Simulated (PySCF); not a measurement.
Dipole response of Se⁺ (selenium, charge +1)

[Ar] 3d10 4s2 4p3, high-spin 4S determinant. Computed with PySCF 2.14 in aug-cc-pwCVQZ-PP with ECP10MDF, with a scalar-relativistic core potential. Coupled (time-dependent) response in atomic units; α is the mean over directions.

| method | mean α (bohr³) | C₆ (like pair) | S(−4) |
| --- | --- | --- | --- |
| wB97X-V | 14.25 | 88.34 | 48.79 |

S(−4) is the Cauchy moment in α(ω) = α(0) + S(−4) ω² + …

α(iu) at wB97X-V:

```json
{"u (hartree)": "0", "α(iu) (bohr³)": "14.25"}
{"u (hartree)": "0.0500", "α(iu) (bohr³)": "14.13"}
{"u (hartree)": "0.100", "α(iu) (bohr³)": "13.78"}
{"u (hartree)": "0.200", "α(iu) (bohr³)": "12.56"}
{"u (hartree)": "0.300", "α(iu) (bohr³)": "10.99"}
{"u (hartree)": "0.500", "α(iu) (bohr³)": "7.965"}
{"u (hartree)": "0.750", "α(iu) (bohr³)": "5.315"}
{"u (hartree)": "1.00", "α(iu) (bohr³)": "3.716"}
{"u (hartree)": "1.50", "α(iu) (bohr³)": "2.108"}
{"u (hartree)": "2.00", "α(iu) (bohr³)": "1.386"}
{"u (hartree)": "3.00", "α(iu) (bohr³)": "0.7723"}
{"u (hartree)": "5.00", "α(iu) (bohr³)": "0.3773"}
```

A single London oscillator, α(iu) = α/(1 + u²/ω²), gives C₆ = (3/4) ω α². Matching the computed C₆ needs ω = 4 × 88.34 / (3 × 14.25²) = 0.580 hartree.

For an ion, C₆ is the dispersion term alone; charge-induced terms of lower order in 1/R come first.

Energies and moments cover only the electrons outside the core potential.
